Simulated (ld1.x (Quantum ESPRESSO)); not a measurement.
**PBE RRKJ dataset for technetium (Tc), fully relativistic all-electron reference.**

The input file (ld1.x (Quantum ESPRESSO) 7.5):

```
&input
   title='Tc', zed=43., rel=2, dft='PBE', iswitch=3,
   config='[Kr] 4d5 5s1.5 5p0.5', rel_dist='average',
   nld=5, rlderiv=2.30, eminld=-7.0, emaxld=5.0, deld=0.02
 /
 &inputp
   pseudotype=2, tm=.false., lloc=0,
   nlcc=.false.,
   file_pseudopw='Tc.UPF', file_wfcaegen='ae.wfc', file_wfcncgen='nc.wfc', file_beta='beta', file_chi='chi'
 /
3
4P  2  1   6.00   0.00  1.95  1.95  0.0
4D  3  2   5.00   0.00  2.10  2.10  0.0
4S  1  0   2.00   0.00  1.70  1.70  0.0
 &test
   configts(1)='4s2 4p6 4d5 5s1.5 5p0.5'
 /
```

Command:

```bash
ld1.x < Tc.in > Tc.out
```

The program printed (shortened: banner, matrices, multipoles, cross overlaps and the repeated all-electron block are left out):

```
Program LD1 v.7.5
     --------------------------- All-electron run ----------------------------

     Tc
     dirac relativistic calculation

     atomic number is 43.00
     dft =PBE   lsd =0 sic =0 latt =0  beta=0.20 tr2=1.0E-14
     Exchange-correlation= PBE
                           (   1   4   3   4   0   0   0)
     mesh =1231 r(mesh) = 100.86670 a.u. xmin = -7.00 dx = 0.01250
     1 Ry =  13.60569312 eV, c = 137.03599908

     n l j   nl                  e(Ry)          e(Ha)          e(eV)
     Spin orbit split results
     1 0 0.5 1S 1( 2.00)     -1533.1107      -766.5554    -20859.0337
     2 0 0.5 2S 1( 2.00)      -218.7319      -109.3660     -2975.9995
     2 1 0.5 2P 1( 2.00)      -201.6963      -100.8481     -2744.2174
     2 1 1.5 2P 1( 4.00)      -193.0047       -96.5024     -2625.9633
     3 0 0.5 3S 1( 2.00)       -38.1495       -19.0747      -519.0498
     3 1 0.5 3P 1( 2.00)       -31.6036       -15.8018      -429.9893
     3 1 1.5 3P 1( 4.00)       -30.1503       -15.0751      -410.2151
     4 0 0.5 4S 1( 2.00)        -5.4465        -2.7232       -74.1028
     4 1 0.5 4P 1( 2.00)        -3.5356        -1.7678       -48.1045
     4 1 1.5 4P 1( 4.00)        -3.3190        -1.6595       -45.1578
     3 2 1.5 3D 1( 4.00)       -18.5745        -9.2873      -252.7192
     3 2 2.5 3D 1( 6.00)       -18.2952        -9.1476      -248.9183
     4 2 1.5 4D 1( 2.00)        -0.5550        -0.2775        -7.5511
     4 2 2.5 4D 1( 3.00)        -0.5338        -0.2669        -7.2626
     5 0 0.5 5S 1( 1.50)        -0.4062        -0.2031        -5.5270
     5 1 0.5 5P 1( 0.17)        -0.1374        -0.0687        -1.8696
     5 1 1.5 5P 1( 0.33)        -0.1270        -0.0635        -1.7278
     Averaged results
     1 0     1S 1( 2.00)     -1533.1107      -766.5554    -20859.0337
     2 0     2S 1( 2.00)      -218.7319      -109.3660     -2975.9995
     2 1     2P 1( 6.00)      -195.9019       -97.9510     -2665.3814
     3 0     3S 1( 2.00)       -38.1495       -19.0747      -519.0498
     3 1     3P 1( 6.00)       -30.6347       -15.3174      -416.8065
     4 0     4S 1( 2.00)        -5.4465        -2.7232       -74.1028
     4 1     4P 1( 6.00)        -3.3912        -1.6956       -46.1400
     3 2     3D 1(10.00)       -18.4069        -9.2035      -250.4387
     4 2     4D 1( 5.00)        -0.5423        -0.2711        -7.3780
     5 0     5S 1( 1.50)        -0.4062        -0.2031        -5.5270
     5 1     5P 1( 0.50)        -0.1305        -0.0652        -1.7751

     final scf error:  4.7E-15 reached in  28 iterations

     Etot =   -8572.411776 Ry,   -4286.205888 Ha, -116633.603951 eV

     Ekin =    8904.779380 Ry,    4452.389690 Ha,  121155.695569 eV
     Encl =  -20712.795007 Ry,  -10356.397503 Ha, -281811.932583 eV
     Eh   =    3492.469887 Ry,    1746.234943 Ha,   47517.473520 eV
     Exc  =    -256.866036 Ry,    -128.433018 Ha,   -3494.840456 eV

     normalization and overlap integrals

     s(1S/1S) =  1.000000  <r> =   0.0343  <r2> =    0.0016  r(max) =   0.0224
     s(2S/2S) =  1.000000  <r> =   0.1492  <r2> =    0.0263  r(max) =   0.1257
     s(2P/2P) =  1.000000  <r> =   0.1271  <r2> =    0.0198  r(max) =   0.0979
     s(2P/2P) =  1.000000  <r> =   0.1318  <r2> =    0.0212  r(max) =   0.1017
     s(3S/3S) =  1.000000  <r> =   0.4152  <r2> =    0.1975  r(max) =   0.3730
     s(3P/3P) =  1.000000  <r> =   0.4090  <r2> =    0.1949  r(max) =   0.3593
     s(3P/3P) =  1.000000  <r> =   0.4196  <r2> =    0.2049  r(max) =   0.3684
     s(4S/4S) =  1.000000  <r> =   1.0577  <r2> =    1.2679  r(max) =   0.9525
     s(4P/4P) =  1.000000  <r> =   1.1519  <r2> =    1.5208  r(max) =   1.0013
     s(4P/4P) =  1.000000  <r> =   1.1821  <r2> =    1.6020  r(max) =   1.0266
     s(3D/3D) =  1.000000  <r> =   0.3970  <r2> =    0.1892  r(max) =   0.3092
     s(3D/3D) =  1.000000  <r> =   0.4005  <r2> =    0.1924  r(max) =   0.3131
     s(4D/4D) =  1.000000  <r> =   1.6971  <r2> =    3.5356  r(max) =   1.2697
     s(4D/4D) =  1.000000  <r> =   1.7190  <r2> =    3.6322  r(max) =   1.2697
     s(5S/5S) =  1.000000  <r> =   3.2610  <r2> =   12.2083  r(max) =   2.7218
     s(5P/5P) =  1.000000  <r> =   4.5551  <r2> =   24.4855  r(max) =   3.5388
     s(5P/5P) =  1.000000  <r> =   4.7178  <r2> =   26.2758  r(max) =   3.6741

     ------------------------ End of All-electron run ------------------------

     --------------------- Generating NC pseudopotential ---------------------

      Generating local pot.: lloc=0, matching radius rcloc =   1.7000

     Fully relativistic calculation: |psi|^2

     Wfc 4P LC norm =  0.99972937 SC norm =  0.00027051 missing  0.00000012

     Wfc 4P LC norm =  0.99974096 SC norm =  0.00025858 missing  0.00000046

     Wfc 4D LC norm =  0.99986242 SC norm =  0.00013755 missing  0.00000003

     Wfc 4D LC norm =  0.99986534 SC norm =  0.00013022 missing  0.00000444

      Wfc   4P  rcut= 1.942  Estimated cut-off energy=       49.12 Ry
      This function has    0 nodes for 0 < r <    1.942

      Wfc   4P  rcut= 1.942  Estimated cut-off energy=       48.99 Ry
      This function has    0 nodes for 0 < r <    1.942

      Wfc   4D  rcut= 2.093  Estimated cut-off energy=       53.59 Ry
      This function has    0 nodes for 0 < r <    2.093

      Wfc   4D  rcut= 2.093  Estimated cut-off energy=       53.56 Ry
      This function has    0 nodes for 0 < r <    2.093

     ------------------- End of pseudopotential generation -------------------

     Computing logarithmic derivative in   2.29922

       Warning: n=2, l=1 expected 0 nodes, found 1
       Setting wfc to zero for this iteration
       (This warning will only be printed once per wavefunction)

     Computing logarithmic derivative in   2.29922
     Computing the partial wave expansion
       no projector for channel:   0
     R is outside the sphere for l=    1 j= 0.50
     R is outside the sphere for l=    1 j= 1.50
     R is outside the sphere for l=    2 j= 1.50
     R is outside the sphere for l=    2 j= 2.50

     ---------------------- Testing the pseudopotential ----------------------

     Tc
     dirac relativistic calculation

     atomic number is 43.00   valence charge is 15.00
     dft =PBE   lsd =0 sic =0 latt =0  beta=0.20 tr2=1.0E-14
     mesh =1231 r(mesh) = 100.86670 xmin = -7.00 dx = 0.01250

     n l  j  nl             e AE (Ry)       e PS (Ry)    De AE-PS (Ry)
     1 0 0.5 4S   1( 2.00)       -5.44646       -5.44645       -0.00000
     2 1 0.5 4P   1( 2.00)       -3.53562       -3.53562       -0.00000
     2 1 1.5 4P   1( 4.00)       -3.31904       -3.31903       -0.00000
     3 2 1.5 4D   1( 2.00)       -0.55500       -0.55500       -0.00000
     3 2 2.5 4D   1( 3.00)       -0.53379       -0.53379        0.00000
     2 0 0.5 5S   1( 1.50)       -0.40623       -0.51806        0.11183  !
     3 1 0.5 5P   1( 0.17)       -0.13741       -0.15769        0.02027  !
     3 1 1.5 5P   1( 0.33)       -0.12699       -0.14899        0.02199  !

     eps = 1.7E-15  iter = 27

     Etot =   -8572.411776 Ry,   -4286.205888 Ha, -116633.603951 eV
     Etotps =  -163.822701 Ry,     -81.911351 Ha,   -2228.921402 eV

     Ekin =      52.502632 Ry,      26.251316 Ha,     714.334702 eV
     Encl =    -328.518325 Ry,    -164.259162 Ha,   -4469.719513 eV
     Ehrt =     134.209701 Ry,      67.104850 Ha,    1826.016003 eV
     Ecxc =     -17.227800 Ry,      -8.613900 Ha,    -234.396161 eV
     Epseu=      -4.788909 Ry,      -2.394455 Ha,     -65.156433 eV

     ---------------------- End of pseudopotential test ----------------------
```

Generation and configuration tests took about 2.3 s on one core of a shared server CPU.

Transferability test of the new file with ld1.x, input:

```
&input
   title='Tc', zed=43., rel=2, dft='PBE', iswitch=2,
   config='[Kr] 4d5 5s1.5 5p0.5', rel_dist='average'
 /
 &test
   file_pseudo='Tc.UPF', nconf=8,
   configts(1)='4s2 4p6 4d5 5s1.5 5p0.5',
   configts(2)='4s2 4p6 4d5 5s2 5p0',
   configts(3)='4s2 4p6 4d5 5s1 5p0',
   configts(4)='4s2 4p6 4d5 5s0 5p0',
   configts(5)='4s2 4p6 4d6 5s1 5p0',
   configts(6)='4s2 4p6 4d6 5s0 5p0',
   configts(7)='4s2 4p6 4d5.5 5s1.5 5p0',
   configts(8)='4s2 4p6 4d5 5s1 5p1'
 /
```

```bash
ld1.x < Tc.test.in > Tc.test.out
```

Pseudopotential blocks of its output, shortened (energy terms left out; the distinct warnings before each block abridged to one line each):

```
     Warning: n=2, l=1 expected 0 nodes, found 1
     ---------------------- Testing the pseudopotential ----------------------

     n l  j  nl             e AE (Ry)       e PS (Ry)    De AE-PS (Ry)
     1 0 0.5 4S   1( 2.00)       -5.44646       -5.44645       -0.00000
     2 1 0.5 4P   1( 2.00)       -3.53562       -3.53562       -0.00000
     2 1 1.5 4P   1( 4.00)       -3.31904       -3.31903       -0.00000
     3 2 1.5 4D   1( 2.00)       -0.55500       -0.55500       -0.00000
     3 2 2.5 4D   1( 3.00)       -0.53379       -0.53379        0.00000
     2 0 0.5 5S   1( 1.50)       -0.40623       -0.51806        0.11183  !
     3 1 0.5 5P   1( 0.17)       -0.13741       -0.15769        0.02027  !
     3 1 1.5 5P   1( 0.33)       -0.12699       -0.14899        0.02199  !

     eps = 6.3E-15  iter = 17

     Etot =   -8572.411776 Ry,   -4286.205888 Ha, -116633.603951 eV
     Etotps =  -163.822699 Ry,     -81.911349 Ha,   -2228.921369 eV

     ---------------------- End of pseudopotential test ----------------------

          ---------------------- Testing the pseudopotential ----------------------

     n l  j  nl             e AE (Ry)       e PS (Ry)    De AE-PS (Ry)
     1 0 0.5 4S   1( 2.00)       -5.39048       -5.37430       -0.01618  !
     2 1 0.5 4P   1( 2.00)       -3.47950       -3.46459       -0.01491  !
     2 1 1.5 4P   1( 4.00)       -3.26288       -3.24832       -0.01456  !
     3 2 1.5 4D   1( 2.00)       -0.50231       -0.49209       -0.01022  !
     3 2 2.5 4D   1( 3.00)       -0.48129       -0.47121       -0.01009  !
     2 0 0.5 5S   1( 2.00)       -0.37062       -0.47248        0.10187  !
     3 1 0.5 5P   1( 0.00)       -0.10958       -0.12461        0.01503  !
     3 1 1.5 5P   1( 0.00)       -0.09986       -0.11639        0.01653  !

     eps = 4.8E-15  iter = 23

     Etot =   -8572.547514 Ry,   -4286.273757 Ha, -116635.450760 eV
     Etotps =  -164.002433 Ry,     -82.001216 Ha,   -2231.366773 eV
     dEtot_ae =      -0.135738 Ry
     dEtot_ps =      -0.179734 Ry,   Delta E=       0.043996 Ry

     ---------------------- End of pseudopotential test ----------------------

          Warning: n=2, l=0 expected 1 nodes, found 2
     ---------------------- Testing the pseudopotential ----------------------

     n l  j  nl             e AE (Ry)       e PS (Ry)    De AE-PS (Ry)
     1 0 0.5 4S   1( 2.00)       -5.94640       -6.00173        0.05533  !
     2 1 0.5 4P   1( 2.00)       -4.03633       -4.08945        0.05312  !
     2 1 1.5 4P   1( 4.00)       -3.81996       -3.87256        0.05259  !
     3 2 1.5 4D   1( 2.00)       -1.04899       -1.09366        0.04467  !
     3 2 2.5 4D   1( 3.00)       -1.02727       -1.07167        0.04440  !
     2 0 0.5 5S   1( 1.00)       -0.83731       -1.00096        0.16365  !
     3 1 0.5 5P   1( 0.00)       -0.51610       -0.57133        0.05523  !
     3 1 1.5 5P   1( 0.00)       -0.49953       -0.55859        0.05906  !

     eps = 4.8E-15  iter = 21

     Etot =   -8571.948243 Ry,   -4285.974121 Ha, -116627.297255 eV
     Etotps =  -163.271315 Ry,     -81.635657 Ha,   -2221.419407 eV
     dEtot_ae =       0.463534 Ry
     dEtot_ps =       0.551384 Ry,   Delta E=      -0.087850 Ry

     ---------------------- End of pseudopotential test ----------------------

          ---------------------- Testing the pseudopotential ----------------------

     n l  j  nl             e AE (Ry)       e PS (Ry)    De AE-PS (Ry)
     1 0 0.5 4S   1( 2.00)       -6.58349       -6.72743        0.14395  !
     2 1 0.5 4P   1( 2.00)       -4.67322       -4.80996        0.13674  !
     2 1 1.5 4P   1( 4.00)       -4.45676       -4.59154        0.13478  !
     3 2 1.5 4D   1( 2.00)       -1.66721       -1.77754        0.11034  !
     3 2 2.5 4D   1( 3.00)       -1.64457       -1.75421        0.10965  !
     2 0 0.5 5S   1( 0.00)       -1.35309       -1.59249        0.23941  !
     3 1 0.5 5P   1( 0.00)       -0.97846       -1.08730        0.10885  !
     3 1 1.5 5P   1( 0.00)       -0.95522       -1.07169        0.11647  !

     eps = 3.5E-15  iter = 24

     Etot =   -8570.856665 Ry,   -4285.428333 Ha, -116612.445589 eV
     Etotps =  -161.979644 Ry,     -80.989822 Ha,   -2203.845324 eV
     dEtot_ae =       1.555111 Ry
     dEtot_ps =       1.843055 Ry,   Delta E=      -0.287944 Ry

     ---------------------- End of pseudopotential test ----------------------

          ---------------------- Testing the pseudopotential ----------------------

     n l  j  nl             e AE (Ry)       e PS (Ry)    De AE-PS (Ry)
     1 0 0.5 4S   1( 2.00)       -5.16642       -5.21532        0.04890  !
     2 1 0.5 4P   1( 2.00)       -3.26457       -3.30865        0.04409  !
     2 1 1.5 4P   1( 4.00)       -3.05079       -3.09371        0.04292  !
     3 2 1.5 4D   1( 2.40)       -0.34037       -0.37074        0.03037  !
     3 2 2.5 4D   1( 3.60)       -0.32132       -0.35127        0.02996  !
     2 0 0.5 5S   1( 1.00)       -0.30647       -0.41328        0.10681  !
     3 1 0.5 5P   1( 0.00)       -0.07679       -0.09796        0.02117  !
     3 1 1.5 5P   1( 0.00)       -0.06961       -0.09049        0.02088  !

     eps = 6.4E-15  iter = 24

     Etot =   -8572.616544 Ry,   -4286.308272 Ha, -116636.389953 eV
     Etotps =  -163.978132 Ry,     -81.989066 Ha,   -2231.036138 eV
     dEtot_ae =      -0.204767 Ry
     dEtot_ps =      -0.155433 Ry,   Delta E=      -0.049335 Ry

     ---------------------- End of pseudopotential test ----------------------

          ---------------------- Testing the pseudopotential ----------------------

     n l  j  nl             e AE (Ry)       e PS (Ry)    De AE-PS (Ry)
     1 0 0.5 4S   1( 2.00)       -5.68781       -5.81439        0.12657  !
     2 1 0.5 4P   1( 2.00)       -3.78814       -3.90635        0.11821  !
     2 1 1.5 4P   1( 4.00)       -3.57501       -3.69100        0.11600  !
     3 2 1.5 4D   1( 2.40)       -0.85637       -0.94617        0.08980  !
     3 2 2.5 4D   1( 3.60)       -0.83653       -0.92550        0.08897  !
     2 0 0.5 5S   1( 0.00)       -0.74827       -0.91956        0.17129  !
     3 1 0.5 5P   1( 0.00)       -0.45269       -0.51955        0.06686  !
     3 1 1.5 5P   1( 0.00)       -0.43856       -0.50758        0.06902  !

     eps = 1.5E-15  iter = 24

     Etot =   -8572.094293 Ry,   -4286.047147 Ha, -116629.284378 eV
     Etotps =  -163.317726 Ry,     -81.658863 Ha,   -2222.050863 eV
     dEtot_ae =       0.317483 Ry
     dEtot_ps =       0.504973 Ry,   Delta E=      -0.187490 Ry

     ---------------------- End of pseudopotential test ----------------------

          ---------------------- Testing the pseudopotential ----------------------

     n l  j  nl             e AE (Ry)       e PS (Ry)    De AE-PS (Ry)
     1 0 0.5 4S   1( 2.00)       -5.27380       -5.29278        0.01898  !
     2 1 0.5 4P   1( 2.00)       -3.36772       -3.38461        0.01690  !
     2 1 1.5 4P   1( 4.00)       -3.15263       -3.16904        0.01642  !
     3 2 1.5 4D   1( 2.20)       -0.41790       -0.42965        0.01175  !
     3 2 2.5 4D   1( 3.30)       -0.39788       -0.40948        0.01160  !
     2 0 0.5 5S   1( 1.50)       -0.33774       -0.44222        0.10448  !
     3 1 0.5 5P   1( 0.00)       -0.09264       -0.11086        0.01822  !
     3 1 1.5 5P   1( 0.00)       -0.08425       -0.10327        0.01902  !

     eps = 5.7E-15  iter = 23

     Etot =   -8572.594116 Ry,   -4286.297058 Ha, -116636.084814 eV
     Etotps =  -163.997950 Ry,     -81.998975 Ha,   -2231.305786 eV
     dEtot_ae =      -0.182340 Ry
     dEtot_ps =      -0.175251 Ry,   Delta E=      -0.007089 Ry

     ---------------------- End of pseudopotential test ----------------------

          ---------------------- Testing the pseudopotential ----------------------

     n l  j  nl             e AE (Ry)       e PS (Ry)    De AE-PS (Ry)
     1 0 0.5 4S   1( 2.00)       -5.49847       -5.51424        0.01577  !
     2 1 0.5 4P   1( 2.00)       -3.58771       -3.60223        0.01452  !
     2 1 1.5 4P   1( 4.00)       -3.37114       -3.38528        0.01414  !
     3 2 1.5 4D   1( 2.00)       -0.60346       -0.61312        0.00966  !
     3 2 2.5 4D   1( 3.00)       -0.58206       -0.59160        0.00954  !
     2 0 0.5 5S   1( 1.00)       -0.43804       -0.55913        0.12110  !
     3 1 0.5 5P   1( 0.33)       -0.16181       -0.18646        0.02465  !
     3 1 1.5 5P   1( 0.67)       -0.15061       -0.17719        0.02658  !

     eps = 6.0E-15  iter = 24

     Etot =   -8572.271863 Ry,   -4286.135932 Ha, -116631.700337 eV
     Etotps =  -163.636385 Ry,     -81.818192 Ha,   -2226.386434 eV
     dEtot_ae =       0.139913 Ry
     dEtot_ps =       0.186314 Ry,   Delta E=      -0.046401 Ry

     ---------------------- End of pseudopotential test ----------------------
```
